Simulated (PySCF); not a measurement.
**Pd²⁺: excitation energy**

Pd²⁺ [Kr] 4d8 (3F) → Pd²⁺ [Kr] 4d7 5p1 (high-spin determinant), as a difference of total energies. Calculation: PySCF 2.14, in aug-cc-pwCVDZ-PP with ECP28MDF (6s6p5d3f, 70 functions); scalar relativity through the core potential. Correlated levels: valence: 4s2 4p6 frozen. The calculations carry no spin-orbit coupling.

| method | excitation energy (cm⁻¹) |
| --- | --- |
| UHF | 99146 |
| MP2 (valence) | 106470 |
| SCS-MP2 (valence) | 108400 |
| CCSD (valence) | 105230 |
| CCSD(T) (valence) | 105350 |

The determinant of the upper state mixes LS terms, which raises its energy above the lowest term, most at the Hartree-Fock and MP2 levels.
